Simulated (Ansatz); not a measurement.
Reaction (ligand exchange at a Ga–N bond): `O=C=[N][Ga]([Cl])[Cl]` + CH₃OH → `C[O][Ga]([Cl])[Cl]` + `N=C=O`

Isolated molecules relaxed with PBE0-D4/def2-TZVP in Ansatz; ΔE leaves out vibrations. CBS: MP2 limit from def2 TZ/QZ plus the TZ coupled-cluster correction, frozen cores. This one scheme is used for every species. DFT in def2-TZVPP. HSE06 is defined as in plane-wave codes. For Ga outer-core shells are correlated without core-valence functions, which leaves a few kJ/mol of doubt a bond. Scalar relativity is left out up to krypton. One conformer a species, not always the lowest.

`O=C=[N][Ga]([Cl])[Cl]`:

Cartesian coordinates in Å:
```
O 1.569 -1.549 -1.836
C 1.054 -1.082 -0.905
N 0.562 -0.651 0.106
Ga -0.612 0.612 0.656
Cl -1.002 0.794 2.718
Cl -1.572 1.876 -0.739
```

CH₃OH:

Cartesian coordinates in Å:
```
C 0.101 -0.337 0.057
O 0.155 1.068 0.155
H 0.939 -0.730 0.633
H 0.203 -0.688 -0.977
H -0.824 -0.750 0.478
H -0.574 1.437 -0.346
```

`C[O][Ga]([Cl])[Cl]`:

Cartesian coordinates in Å:
```
C 0.340 -1.100 0.634
O 0.399 0.311 0.661
Ga -0.303 1.336 -0.583
Cl -1.304 0.475 -2.246
Cl -0.129 3.430 -0.389
H 1.357 -1.502 0.651
H -0.188 -1.456 1.523
H -0.172 -1.493 -0.251
```

`N=C=O`:

Cartesian coordinates in Å:
```
N -0.687 -0.013 0.339
C 0.433 0.228 -0.046
O 1.505 0.571 -0.329
H -1.252 -0.786 0.036
```

| level | ΔE (kJ/mol) | difference from CCSD(T)/CBS |
| --- | --- | --- |
| LDA (SPW92) | 7.4 | -12.4 |
| PBE-D4 | 11.6 | -8.2 |
| r2SCAN-D4 | 13.4 | -6.4 |
| B97M-V | 14.6 | -5.2 |
| HSE06-D4 | 20.4 | 0.6 |
| BHLYP-D4 | 24.0 | 4.2 |
| ωB97X-V | 18.2 | -1.6 |
| PBE0 | 20.4 | 0.6 |
| CAM-B3LYP | 16.9 | -2.9 |
| LC-ωPBE | 19.9 | 0.1 |
| CCSD(T)/def2-SVP | 17.9 | -1.9 |
| MP2/def2-TZVPP | 20.9 | 1.1 |
| SCS-MP2/def2-TZVPP | 21.3 | 1.5 |
| CCSD/def2-TZVPP | 22.6 | 2.8 |
| MP2/def2-QZVPP | 20.6 | 0.8 |
| SCS-MP2/def2-QZVPP | 21.1 | 1.3 |
| CCSD(T)/CBS | 19.8 | 0 |

Largest T1 diagnostic among the species: 0.018.

From PBE to PBE0 (25 % exact exchange), in def2-TZVPP and without D4, ΔE moves by +8.5 kJ/mol. In def2-TZVPP, CCSD(T) changes the Hartree–Fock value by −15.3 kJ/mol (the triples alone add −2.6 kJ/mol) and MP2 by −14.4 kJ/mol. Leaving LDA and LC-ωPBE aside and taking each functional with its dispersion term where it has one, the values, not all of them listed here, spread over 14.8 kJ/mol, from BLYP-D4 to BHLYP-D4. LDA lies −4.4 kJ/mol from PBE without D4.
